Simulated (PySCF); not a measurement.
Spin states and ions at one geometry of [OsO2F3]+

PySCF 2.14.0, RKS PBE0, Os def2-SVP with ECP60, O def2-SVP, F def2-SVP; non-relativistic Hamiltonian with scalar-relativistic core potentials where named; density fitting; no spin-orbit coupling; singlets restricted, open shells unrestricted. The geometry is relaxed for charge +1, singlet, vacuum:

```xyz
6

Os    0.0616    0.0000    0.0487
O     0.2063    0.0000    1.6957
O     1.5825    0.0000   -0.5998
F    -0.1884    1.7953   -0.0984
F    -1.5096    0.0000   -0.8851
F    -0.1884   -1.7953   -0.0984
```

Energies count from the relaxed state; an electron taken off or put on is at rest in vacuum. Charges and spins are Mulliken's.

```csv
state,energy (eV),spin squared,charge on Os1 (e),spin on Os1 (e),dipole about the centre of mass (D)
"charge +1, singlet, vacuum",0.00,0.00,1.73,0.00,1.16
"charge +1, triplet, vacuum",2.85,2.08,1.60,0.32,0.99
"charge +2, doublet, vacuum",21.11,0.80,1.80,-0.02,0.09
```

Question: What does the state charge 0, doublet, vacuum give?

Answer: energy (eV) -10.87, spin squared 0.76, charge on Os1 (e) 1.51, spin on Os1 (e) 0.59, dipole about the centre of mass (D) 0.49.

With an electron taken off (doublet) the charges change, summed by element, by Os +0.07 e, O +0.34 e, F +0.59 e. The vertical ionisation energy is 21.11 eV, against −ε(HOMO) = 18.71 eV of the relaxed state. The level lies 2.4 eV too high, as is usual for semilocal functionals and global hybrids, which keep a self-interaction error.

With an electron put on (doublet) the charges change, summed by element, by Os -0.22 e, O -0.40 e, F -0.39 e. The vertical electron affinity is 10.87 eV, against −ε(LUMO) = 13.35 eV of the relaxed state.

Open shells may have lower solutions than those found.
